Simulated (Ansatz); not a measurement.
```yaml
crystal:
  periodic: [false, false, false]
  atoms:
    - {symbol: Ga, position_ang: [0.562338, 1.550549, 0.729474]}
    - {symbol: Ga, position_ang: [0.359466, -0.797447, -1.364249]}
    - {symbol: Ga, position_ang: [-1.247975, -1.531146, 0.345065]}
    - {symbol: Cl, position_ang: [1.105221, -1.480730, -3.217586]}
    - {symbol: Cl, position_ang: [1.191634, 3.353266, 1.607912]}
    - {symbol: Cl, position_ang: [-2.680221, -2.816808, 1.204108]}
    - {symbol: Cl, position_ang: [2.077692, -0.109076, 0.191661]}
    - {symbol: Cl, position_ang: [-1.006940, 0.319221, 1.891830]}
    - {symbol: Cl, position_ang: [-0.361226, 1.512162, -1.388215]}
basis:
  gaussian: {orbitals: def2-TZVP, initial_orbitals: start.molden}
magnetization: {spin_polarized: true, initial_magnetization: 1}
hamiltonian: {xc: {name: wB97M-V}}
scf: {omitted_lower_state_checks: [starts]}
output: {orbitals: {seedname: orbitals}}
```

The file start.molden holds the orbitals of an earlier run on this structure, at another level or in another basis.

```sh
$ ansatz run in.yaml --threads 4 --pin off --events-out ev --progress --plain --max-ram 6963MiB
```

Question: Does this run fit into the memory that it is given?

Answer: No. It has 366 basis functions, and Ansatz plans for 10 GiB where 7 GiB are given.
